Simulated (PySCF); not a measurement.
**Worked example: dipole moment from atomic charges**

B(H)(Me)(NCO) (C2H4BNO), SMILES CBN=C=O. Atoms are numbered in the order given.

```xyz
9

B     -0.6165    -1.1859     0.0000
H     -1.8018    -1.4317     0.0000
C      0.4383    -2.3415     0.0000
H      0.2671    -2.9934    -0.8765
H      1.4865    -2.0090     0.0000
H      0.2671    -2.9934     0.8765
N     -0.2400     0.1804     0.0000
C     -0.0039     1.3557     0.0000
O      0.2421     2.5011     0.0000
```
Charge 0, spin multiplicity 1.

Coordinates come from a B3LYP-D3(BJ)/def2-SVP optimisation. The values are those of a single conformer.

Charges (e) from PBE0/def2-TZVP run with PySCF:

```tsv
atom	IAO	Mulliken
B1	0.244	0.037
H2	0.003	0.017
C3	-0.595	-0.428
H4	0.173	0.145
H5	0.154	0.134
H6	0.173	0.145
N7	-0.339	-0.086
C8	0.548	0.260
O9	-0.361	-0.225
```

The dipole moment of the full density is 1.92 D.

Q: What dipole moment does each set of point charges give, and which comes closer to that of the density?

A: 
μ = Σ q r, and 1 e Å = 4.8032 D.
IAO: Σ q r = (-0.103, -0.467, 0.000) e Å, |μ| = 2.30 D.
Mulliken: Σ q r = (0.001, -0.429, 0.000) e Å, |μ| = 2.06 D.
Mulliken comes closer in size. Point charges leave out the atoms' own dipoles (lone pairs, polarised bonds); fits to the potential absorb them, partitions of the density don't.
